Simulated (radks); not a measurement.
Task: All-electron atom: Sn21+ in [Ar] 3d10 4s1 (the NIST ground configuration). All-electron calculation, non-relativistic Kohn-Sham, LB94 model potential, spin-polarised, spherical densities, point nucleus; open shells are filled with parallel spins first (spin-orbit coupling, left out, can overturn this in heavy ions); relativity is left out, which matters for an element this heavy. Program: a radial shooting solver on a logarithmic mesh with Libxc functionals. Some entries of the table are withheld. Estimate them.

orbital  occ.  eigenvalue (hartree)  <r^2> (bohr^2)
1s up       1             -1055.914        0.001234
1s down     1             -1055.887        0.001234
2s up       1             -175.5828         0.02013
2s down     1             -175.5694         0.02013
2p up       3             -166.0113         0.01513
2p down     3             -166.0007         0.01513
3s down     1             -51.16976          0.1383
3s up       1             -51.16060          0.1379
3p down     3             -47.18415          0.1323
3p up       3             -47.17429          0.1318
3d down     5             -39.84008          0.1109
3d up       5             -39.83320          0.1104
4s down     0             -23.47152          0.5829
4s up       1             -23.30456          0.5859
4p down     0                   (1)          0.6001
4p up       0                   (2)          0.6038
4d down     0             -19.30788          0.6216
4d up       0             -19.15086          0.6266
4f down     0             -16.44087          0.5936
4f up       0             -16.29090          0.5977
5s down     0             -13.55855           1.692
5s up       0             -13.51515           1.701

Result: 
(1) 4p down eigenvalue (hartree): -21.94275
(2) 4p up eigenvalue (hartree): -21.77934
